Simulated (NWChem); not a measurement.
Species: WO4 (charge -2); SMILES [O]=[W-2](=[O])(=[O])=[O]

No frequency run checked for a minimum. The highest occupied level is positive, so the extra electron may be held by the finite basis. def2 effective core potentials on W; no spin-orbit coupling.

### Question
Give the equilibrium geometry at B3LYP/def2-SVPD with def2 effective core potentials on W (NWChem) as an XYZ file, with the point group.

### Answer
point group Td; any orientation.
```
5

W      0.0000     0.0000     0.0000
O      1.0453     1.4737     0.0749
O      1.0426    -1.4740    -0.1013
O     -1.0626     0.0883    -1.4605
O     -1.0253    -0.0880     1.4869
```
